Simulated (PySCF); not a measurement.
Coordinates in bohr (charge -1 multiplicity 1):
```
Sb    0.0000    0.0000    0.0000
S    -0.0002    0.0000    4.2455
S     3.6768    0.0000   -2.1226
S    -3.6766    0.0000   -2.1230
```

Computed with PBE0 in PySCF with Sb def2-TZVPD with ECP28, S def2-TZVPD; scalar-relativistic core potentials, no spin–orbit coupling; density-fitted integrals.

This geometry of SbS₃⁻ is a stationary point at this level.

**Question.** What is the point group?

**Answer.** D3h.

**Question.** Is it a minimum?

**Answer.** Yes: all harmonic wavenumbers are real.

**Question.** Which band is strongest in the infrared?

**Answer.** 466 cm⁻¹ (e'), 231 km/mol.

**Question.** What are the dipole moment and the gap between the highest occupied and lowest empty levels?

**Answer.** 0.00 D about the centre of mass and 4.08 eV.

**Question.** Give the atomic charges and bond orders.

**Answer.** 
```csv
atom,Mulliken,Löwdin,polar tensor,Mayer order to Sb1
Sb1,1.00,-0.11,1.30,–
"S2,3,4",-0.67,-0.30,-0.77,1.45
```

This need not be the most stable arrangement of these atoms. The lowest empty level of this anion is unbound, so it and the gap depend on the basis.
